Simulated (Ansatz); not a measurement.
Two members of one family (Same ligands, another metal), computed with Ansatz in the gas phase; def2 core potentials for Zr, no spin–orbit coupling. The two geometries come from different levels. Binding counts from free atoms in the multiplicity of their measured ground term, without zero-point energy. A dash marks a value that wasn't run or was left out as unsound. The structures are stationary points that may keep the symmetry of their start.

First: ZrHF3 (singlet, charge 0, PBE0-D4/def2-TZVP geometry).

```tsv
atom	x (Å)	y (Å)	z (Å)
Zr1	0.0179	-0.0247	0.0259
H2	-0.7905	1.1121	-1.1819
F3	0.2565	-1.6803	-0.8530
F4	-1.1495	-0.1724	1.5044
F5	1.6657	0.7653	0.5046
```

```tsv
level	HOMO (eV)	LUMO (eV)	gap (eV)	vertical IE (eV)	vertical triplet (eV)	binding per atom (eV)
PBE-D4/def2-TZVP	-7.64	-2.70	4.94	11.36	5.05	–
r2SCAN-D4/def2-TZVP	-8.00	-2.51	5.49	11.45	5.03	–
r2SCAN-D4/def2-TZVPD	-7.98	-2.50	5.47	–	–	–
PBE0-D4/def2-SVP	-8.99	-1.69	7.30	–	–	4.72
HSE06-D4/def2-TZVP	-8.65	-2.17	6.48	–	–	4.63
```

Metal–donor distances: 1 × H 1.85 Å, 3 × F 1.89 Å.

Second: TiHF3 (singlet, charge 0, PBE-D4/def2-TZVP geometry).

```xyz
5

Ti    0.012   -0.031   -0.048
H    -0.355    0.875    1.336
F     0.973    1.033   -1.062
F    -1.538   -0.451   -0.758
F     0.908   -1.427    0.532
```

Task: What does the change do? Estimate second minus first.

Result: 
| level | Δ HOMO (eV) | Δ LUMO (eV) | Δ gap (eV) | Δ vertical IE (eV) | Δ vertical triplet (eV) | Δ binding per atom (eV) |
| --- | --- | --- | --- | --- | --- | --- |
| PBE-D4/def2-TZVP | -0.55 | -1.61 | -1.06 | 0.58 | -0.92 | – |
| r2SCAN-D4/def2-TZVP | -0.63 | -1.74 | -1.11 | 0.63 | -1.06 | – |
| r2SCAN-D4/def2-TZVPD | -0.63 | -1.72 | -1.10 | – | – | – |
| PBE0-D4/def2-SVP | -0.75 | -1.55 | -0.80 | – | – | -0.51 |
| HSE06-D4/def2-TZVP | -0.75 | -1.45 | -0.69 | – | – | -0.42 |

Metal–donor distances: 1 × H 1.69 Å, 3 × F 1.76 Å.
